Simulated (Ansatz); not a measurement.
```yaml
crystal:
  periodic: [false, false, false]
  atoms:
    - {symbol: Ti, position_ang: [0.003937, -0.002318, 0.002565]}
    - {symbol: F, position_ang: [0.457685, -0.880425, -1.464956]}
    - {symbol: F, position_ang: [-1.177187, -0.698953, 1.120666]}
    - {symbol: F, position_ang: [0.715576, 1.581696, 0.341724]}
basis:
  gaussian: {orbitals: pcseg-2}
magnetization: {spin_polarized: true, initial_magnetization: 3}
hamiltonian: {xc: {name: wB97}}
scf: {omitted_lower_state_checks: [starts]}
output: {forces: true}
```

```sh
$ ansatz run in.yaml --threads 2 --pin off --events-out ev --progress --plain --max-ram 4352MiB
```

Output, abridged:

```
Functional definition: wB97
902 factors; their error is unknown
210 factors; integrals over basis functions are off by at most 3.0e-4 eV
mean field evaluation 1: about -31264.4612 eV, gradient 2.5e1 eV
mean field evaluation 2: about -31264.6932 eV, gradient 2.8e1 eV
mean field evaluation 4: about -31266.6801 eV, gradient 3.1e0 eV
mean field evaluation 8: about -31266.7673 eV, gradient 4.4e-1 eV
mean field evaluation 16: about -31266.7501 eV, gradient 1.4e-1 eV
mean field evaluation 32: about -31266.7532 eV, gradient 2.1e-3 eV
mean field evaluation 64: about -31266.7551 eV, gradient 1.2e-5 eV
mean field -31266.75507306 eV, -1149.0320555670 hartree, gradient 9.0e-9 eV, S^2 3.764972; 0 other end points of the search recorded, 0 dependent functions left out
reference -31266.75507585 eV, -1149.0320556698 hartree; 26, 23 occupied and 120, 123 virtual orbitals, 902 factors
Total energy: -31266.75507585 eV, -1149.0320556698 hartree
Atom 0 at     0.003937    -0.002318     0.002565 Å, force     0.939555    -1.677928    -2.804625 eV/Å
Atom 1 at     0.457685    -0.880425    -1.464956 Å, force     0.495065    -0.965185    -1.601217 eV/Å
Atom 2 at    -1.177187    -0.698953     1.120666 Å, force    -3.127800    -1.576132     3.200759 eV/Å
Atom 3 at     0.715576     1.581696     0.341724 Å, force     1.693180     4.219245     1.205084 eV/Å
Dipole moment:    -0.115030     0.214458     0.365433 e Å
Checks for a lower state left out: starts
```

Run time 2.3 min (2 threads of Intel Xeon Platinum 8488C on a shared host).
